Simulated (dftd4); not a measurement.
I3Si (SMILES I[Si](I)I), doublet, geometry from GFN2-xTB; D4 for blyp (dftd4).

Input for dftd4:
```
$ dftd4 mol.xyz --func blyp --charge 0 --json dftd4.json --noedisp

# file mol.xyz
4

I     -1.93127252    -1.33453319    -0.03701836
Si     0.01593701    -0.00484828     0.77588505
I      2.11920502    -1.00358043    -0.11814888
I     -0.19214227     2.33939430    -0.04978353
```

### Question
Predict the main parts of the log of this dftd4 run.

### Answer

```
                    ____  _____ _____     ____  _  _
      -------------|  _ \|  ___|_   _|---|  _ \| || |------------
     |             | | | | |_    | | ___ | | | | || |_           |
     |             | |_| |  _|   | ||___|| |_| |__   _|          |
     |             |____/|_|     |_|     |____/   |_|            |
     |             ===================================           |
     |            E. Caldeweyher, S. Ehlert & S. Grimme          |
     |          Mulliken Center for Theoretical Chemistry        |
     |                    University of Bonn                     |
      -----------------------------------------------------------

Rational (Becke-Johnson) damping: blyp-D4-ATM
---------------------
  s6         1.0000
  s8         2.3408
  s9         1.0000
  a1         0.4449
  a2         4.0933
 alp        16.0000
--------------------

Dispersion energy:      -2.0116808817965E-02 Eh

[Info] JSON dump of results written to 'dftd4.json'
```
